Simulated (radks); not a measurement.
Question: All-electron atom: V II in [Ar] 3d4 (the NIST ground configuration). Calculated with a radial shooting solver on a logarithmic mesh with Libxc functionals: scalar-relativistic Kohn-Sham, r2SCAN, spin-polarised, spherical densities, finite nucleus; open shells are filled with parallel spins first; meta-GGA in the generalised Kohn-Sham scheme; Fermi nuclear charge, rms radius 3.6002 fm. Some entries of the table are withheld. Estimate them.

orbital  occ.  eigenvalue (eV)  r(max) (bohr)  <r^2> (bohr^2)
1s down     1        -5387.910        0.04350        0.005940
1s up       1        -5387.861        0.04350        0.005940
2s up       1        -612.3441         0.2553          0.1119
2s down     1        -610.8978         0.2551          0.1115
2p up       3        -510.1726         0.2082         0.09257
2p down     3        -509.0692         0.2080         0.09209
3s up       1              (1)         0.8220           1.058
3s down     1              (2)         0.8221           1.061
3p up       3              (3)         0.8508           1.256
3p down     3              (4)         0.8513           1.258
3d up       4          -9.8335         0.9227           3.015

Answer: 
(1) 3s up eigenvalue (eV): -76.6983
(2) 3s down eigenvalue (eV): -72.3781
(3) 3p up eigenvalue (eV): -49.6204
(4) 3p down eigenvalue (eV): -45.2501
